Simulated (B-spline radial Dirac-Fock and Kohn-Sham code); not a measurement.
Pt¹⁰⁺: scattering cross sections and density moments

System: Pt¹⁰⁺, 1s2 2s2 2p6 3s2 3p6 3d10 4s2 4p6 4d10 4f14 5s2 5p6.

Level of theory: relativistic Hartree-Fock (Dirac-Fock) wave functions, averaged over the configuration; an atomic code on a B-spline grid.

* Sum of ⟨r⟩: 26.94 bohr
* Sum of ⟨r²⟩: 18.10 bohr²
* Sum of ⟨1/r⟩: 587.93 per bohr
* Langevin diamagnetic susceptibility: -14.3 × 10⁻⁶ cm³/mol
* Lamb shielding (α²/3)Σ⟨1/r⟩: 10440 ppm

Coherent scattering is the Thomson cross section weighted by f₀², without anomalous dispersion; incoherent scattering is Klein-Nishina weighted by S. The Lamb formula is the non-relativistic shielding expression. Electron correlation is left out.

```
hν (keV)  coherent (b)  incoherent (b)  incoherent per electron (b)
  8.0478          1778           7.900                        0.116
      10          1487           9.883                        0.145
 17.4793         822.2           15.65                        0.230
      20         697.0           17.16                        0.252
      30         413.4           21.67                        0.319
      50         195.1           25.93                        0.381
     500         3.373           19.14                        0.281
    1000        0.8793           14.21                        0.209
```

Incoherent scattering overtakes coherent scattering between 50 and 500 keV.

Values without a named source are computed, but for edge energies of neutral atoms, which are taken from tables.
